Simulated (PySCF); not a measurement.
# Static response to an electric field

Species: C6H16OSi2.
Structure used (PBE0-D3(BJ)/def2-SVP), in Å, numbered top down from 1:
```xyz
25
C6H16OSi2 angstrom
C     -2.7148    1.1987   -0.8565
C     -2.0013    0.2045    0.0574
C     -2.9680   -0.7837    0.7084
Si    -0.6292   -0.7013   -0.8559
C      0.5080   -1.7287    0.2638
C      1.9328   -1.6325   -0.3272
Si     2.0950    0.1089   -1.0630
C      2.6822    1.3853    0.1701
O      0.4883    0.3942   -1.4774
H     -3.4803    1.7705   -0.3052
H     -2.0093    1.9174   -1.3007
H     -3.2275    0.6820   -1.6852
H     -1.4864    0.7725    0.8560
H     -3.4717   -1.4091   -0.0478
H     -2.4604   -1.4618    1.4132
H     -3.7582   -0.2572    1.2696
H     -1.2227   -1.5042   -1.9742
H      0.4803   -1.2653    1.2669
H      0.1784   -2.7716    0.3984
H      2.7128   -1.8762    0.4129
H      2.0491   -2.3573   -1.1518
H      2.9499    0.1562   -2.2875
H      2.5732    2.4028   -0.2365
H      3.7435    1.2309    0.4224
H      2.0968    1.3284    1.1015
```

Level: wB97X-D/def2-SVPD (PySCF), static field, nuclei fixed, core orbitals frozen in the response. The polarisability tensor in these axes (au):

```
x   137.32   0.66  -3.10
y     0.66 117.64  -1.71
z    -3.10  -1.71 109.56
```

Task: Give the principal values, the mean and the anisotropy Δα = √{½[(α1 − α2)² + (α2 − α3)² + (α1 − α3)²]}.

Result: Principal values 108.92, 117.91 and 137.70 au; mean 121.51 au = 18.01 Å³ = 20.03 × 10⁻⁴⁰ C²·m²/J; Δα = 25.51 au (21 % of the mean).

Task: What is the dipole moment, and where does it point?

Result: (0.27, -0.49, 1.66) D, 1.75 D in size, pointing from the negative to the positive side. Measured along this direction, the outermost atoms are H12 at the negative end and H18 at the positive end.

Task: Rayleigh depolarisation ratio (linearly polarised light, static tensor)?

Result: ρ = 3Δα²/(45ᾱ² + 4Δα²) = 1952.0/(664376 + 2602.7) = 0.00293.

Task: What would n − 1 = 2πNα be for an ideal gas of these molecules at 400 K and 1 atm, electronic part alone?

Result: N = p/kT = 1.8347 × 10¹⁹ cm⁻³, so n − 1 = 2π × N × 18.01 × 10⁻²⁴ cm³ = 2076 × 10⁻⁶ at long wavelengths.

Task: In TDDFT the mean static polarisability is Σ f/ω² over all singlet excitations (ω in hartree). How much of it do the 10 lowest give? Their energies (eV) and oscillator strengths: 7.54, 0.0018; 7.71, 0.0093; 7.80, 0.0043; 8.00, 0.0198; 8.06, 0.0178; 8.16, 0.0114; 8.20, 0.0129; 8.36, 0.0835; 8.39, 0.0513; 8.49, 0.0794.

Result: They add up to 3.13 au, 2.6 % of the 121.51 au; the largest single term is 0.88 au, from the state at 8.36 eV. Terms in order: 0.02, 0.12, 0.05, 0.23, 0.20, 0.13, 0.14, 0.88, 0.54, 0.82 au. Higher excitations give the rest. The strengths listed sum to 0.291.

One conformer (not necessarily the lowest) at the PBE0-D3(BJ)/def2-SVP geometry, without solvent, vibrations or thermal averaging.
